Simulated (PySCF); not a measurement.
r2SCAN on Co⁻ (cobalt, charge -1), [Ar] 3d8 4s2, high-spin 3F determinant. Calculation: PySCF 2.14, in aug-cc-pVTZ (8s7p5d3f2g, 93 functions); no relativity, point nucleus.

```
cycle= 1 E= -1382.72332734776  delta_E= 0.0109  |g|= 0.45  |ddm|= 1.32
cycle= 2 E= -1382.43322485128  delta_E= 0.29  |g|=  1.3  |ddm|= 0.979
cycle= 3 E= -1382.76405708349  delta_E= -0.331  |g|= 0.117  |ddm|= 0.811
cycle= 4 E= -1382.76775232298  delta_E= -0.0037  |g|= 0.0393  |ddm|= 0.15
cycle= 5 E= -1382.76826317872  delta_E= -0.000511  |g|= 0.00436  |ddm|= 0.0407
cycle= 6 E= -1382.76827090356  delta_E= -7.72e-06  |g|= 0.000488  |ddm|= 0.0257
cycle= 7 E= -1382.76827180419  delta_E= -9.01e-07  |g|= 0.000113  |ddm|= 0.0136
cycle= 8 E= -1382.76827189043  delta_E= -8.62e-08  |g|= 4.17e-05  |ddm|= 0.00279
cycle= 9 E= -1382.7682719049  delta_E= -1.45e-08  |g|= 8.71e-06  |ddm|= 0.00194
cycle= 10 E= -1382.76827190545  delta_E= -5.5e-10  |g|= 1.19e-06  |ddm|= 0.00063
converged SCF energy = -1382.76827190545  <S^2> = 2.0282628  2S+1 = 3.018783
```

Highest occupied orbital energy: 1.961 eV; ⟨L²⟩ = 12.05; populations by l: s 8.00, p 12.00, d 8.00, f 0.00.

Problem. Can this result be used?

Solution. With care. Self-consistency was reached. At r2SCAN the highest occupied level has a positive energy, so only the finite basis holds that electron; in a semilocal or global hybrid functional this comes from self-interaction and does not mean that the real anion is unbound.
